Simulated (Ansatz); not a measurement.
**CH3BClFO (methoxychlorofluoroborane): name the method**

CH3BClFO has 8 atoms, charge 0, and is taken as a singlet. SMILES: `COB(F)Cl`. The coordinates come from a PBE0-D4/def2-TZVP relaxation. This is one conformer, not always the lowest.

```xyz
8

C     0.6620   -0.4154    0.8046
O    -0.1223   -0.6545   -0.3475
B    -0.7824    0.2649   -1.0514
F    -1.4666   -0.1299   -2.1088
Cl   -0.8018    1.9856   -0.6585
H     1.7006   -0.6588    0.5760
H     0.3089   -1.0728    1.5997
H     0.5937    0.6237    1.1300
```

A calculation with Ansatz 0.2.0 gave:

| Quantity | Value |
| --- | --- |
| total energy | -700.0189 Eh |
| HOMO energy | -7.52 eV |
| LUMO energy | -0.05 eV |
| HOMO–LUMO gap | 7.47 eV |

Problem. Which of these levels gave the numbers?
A. revPBE/cc-pVDZ
B. HF/STO-3G
C. SVWN5/cc-pVDZ
D. PBE/cc-pVDZ

Solution. A. The others give -699.7270 Eh (PBE/cc-pVDZ), -696.8849 Eh (SVWN5/cc-pVDZ), -690.1510 Eh (HF/STO-3G).
